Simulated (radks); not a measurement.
Valence configurations of Tm2+ (all share [Xe]). Method: scalar-relativistic Kohn-Sham, SCAN, spin-unpolarised, spherical densities, finite nucleus; meta-GGA in the generalised Kohn-Sham scheme; Fermi nuclear charge, rms radius 5.2256 fm; computed with a radial shooting solver on a logarithmic mesh with Libxc functionals. Energies are relative to 4f13; eigenvalues in eV.

valence       E (eV)    e(4f)    e(5d)    e(6p)    e(6s)
4f13           0.000  -17.539        -        -        -
4f12.5 6p0.5   4.726  -22.699        -  -11.455        -
4f12 5d1       6.830  -24.091  -14.855        -        -
4f11 5d2      18.858  -31.421  -16.564        -        -
4f11 6s2      19.916  -37.407        -        -  -19.477

NIST lists [Xe] 4f13 as the ground configuration; this level of theory agrees among the configurations tried. The energies are those of spherical spin-averaged densities, not of single terms. No valid solution was reached for [Xe] 4f12 6s1.
